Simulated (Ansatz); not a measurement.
One geometry of C₃H₆OSi, SMILES `CC1[SiH2]C1=O`, several functionals.

```yaml
crystal:
  periodic: [false, false, false]
  atoms:
    - {symbol: C, position_ang: [-0.736099, -0.155122, 1.331632]}
    - {symbol: C, position_ang: [-0.410464, -0.060636, -0.135165]}
    - {symbol: Si, position_ang: [1.124076, -0.420376, -1.231979]}
    - {symbol: C, position_ang: [0.195360, 1.146195, -0.743416]}
    - {symbol: O, position_ang: [0.228289, 2.314770, -0.501343]}
    - {symbol: H, position_ang: [-1.618658, 0.440004, 1.579267]}
    - {symbol: H, position_ang: [0.093247, 0.221087, 1.933752]}
    - {symbol: H, position_ang: [-0.926321, -1.189334, 1.625130]}
    - {symbol: H, position_ang: [-1.198635, -0.421893, -0.809764]}
    - {symbol: H, position_ang: [2.459642, -0.640339, -0.627094]}
    - {symbol: H, position_ang: [0.855063, -1.291353, -2.400419]}
basis:
  gaussian: {orbitals: def2-TZVPP}
hamiltonian: {xc: r2scan, dispersion: d4}
output: {forces: true, orbitals: {seedname: orbitals}}
```

```sh
$ ansatz run in.yaml --threads 4 --pin off --events-out ev --progress --plain --max-ram 10444MiB
```

Output, abridged:

```
Functional definition: r2SCAN
1333 factors; their error is unknown
mean field evaluation 1: about -13117.8011 eV, gradient 7.3e1 eV
mean field evaluation 2: about -13072.1198 eV, gradient 1.4e2 eV
mean field evaluation 4: about -13129.1075 eV, gradient 2.4e1 eV
mean field evaluation 8: about -13130.1656 eV, gradient 2.4e-1 eV
mean field evaluation 16: about -13130.1318 eV, gradient 1.0e-2 eV
mean field -13130.13183789 eV, -482.5234451194 hartree, gradient 3.5e-5 eV, S^2 0.000000; 0 other end points of the search recorded, 0 dependent functions left out
reference -13130.13185053 eV, -482.5234455841 hartree; 23, 23 occupied and 227, 227 virtual orbitals, 1333 factors
Total energy: -13130.18766585 eV, -482.5254967590 hartree
Atom 0 at    -0.736099    -0.155122     1.331632 Å, force    -0.041271     0.001115     0.132556 eV/Å
Atom 1 at    -0.410464    -0.060636    -0.135165 Å, force    -0.051002    -0.017438    -0.064324 eV/Å
Atom 2 at     1.124076    -0.420376    -1.231979 Å, force     0.152631    -0.049450    -0.144594 eV/Å
Atom 3 at     0.195360     1.146195    -0.743416 Å, force    -0.091752    -0.335163    -0.106637 eV/Å
Atom 4 at     0.228289     2.314770    -0.501343 Å, force     0.038235     0.466763     0.145294 eV/Å
Atom 5 at    -1.618658     0.440004     1.579267 Å, force     0.010144    -0.006591     0.002568 eV/Å
Atom 6 at     0.093247     0.221087     1.933752 Å, force    -0.010179    -0.001962    -0.015892 eV/Å
Atom 7 at    -0.926321    -1.189334     1.625130 Å, force    -0.000419     0.015682     0.001444 eV/Å
Atom 8 at    -1.198635    -0.421893    -0.809764 Å, force     0.007460    -0.019386     0.009080 eV/Å
Atom 9 at     2.459642    -0.640339    -0.627094 Å, force    -0.011576    -0.016606     0.012377 eV/Å
Atom 10 at     0.855063    -1.291353    -2.400419 Å, force    -0.002270    -0.036962     0.028128 eV/Å
Dipole moment:    -0.100041    -0.595658     0.046353 e Å
```

Run time 4.7 s (4 threads of an Arm Neoverse V1 on a shared host); peak host memory 0.34 GiB.

Changing it to `hamiltonian: {xc: {name: wB97M-V}}` (abridged; 12 s):

```
Functional definition: wB97M-V
mean field evaluation 16: about -13130.9611 eV, gradient 1.3e-3 eV
mean field -13130.96108060 eV, -482.5539192268 hartree, gradient 3.3e-5 eV, S^2 0.000000
Total energy: -13130.96113208 eV, -482.5539211187 hartree
Atom 0 force    -0.049871     0.001781     0.223642 eV/Å
Atom 1 force    -0.055605    -0.207649    -0.174796 eV/Å
Atom 2 force     0.043104    -0.091054     0.017365 eV/Å
Atom 3 force     0.155604    -0.101500    -0.156057 eV/Å
Atom 4 force    -0.040283     0.159888     0.046300 eV/Å
Atom 5 force     0.075672    -0.046827    -0.015424 eV/Å
Atom 6 force    -0.055645    -0.027534    -0.035858 eV/Å
Atom 7 force     0.016808     0.085765    -0.016873 eV/Å
Atom 8 force     0.038270     0.057293     0.050916 eV/Å
Atom 9 force    -0.166481     0.032008    -0.076044 eV/Å
Atom 10 force     0.038427     0.137829     0.136830 eV/Å
Dipole moment:    -0.050650    -0.635499    -0.005092 e Å
```

The same input with `hamiltonian: {xc: {name: wB97X-V}}` and no forces (abridged; 7.5 s):

```
Functional definition: wB97X-V
mean field evaluation 16: about -13130.8326 eV, gradient 1.4e-3 eV
mean field -13130.83258318 eV, -482.5491970339 hartree, gradient 2.1e-5 eV, S^2 0.000000
Total energy: -13130.83258105 eV, -482.5491969556 hartree
```
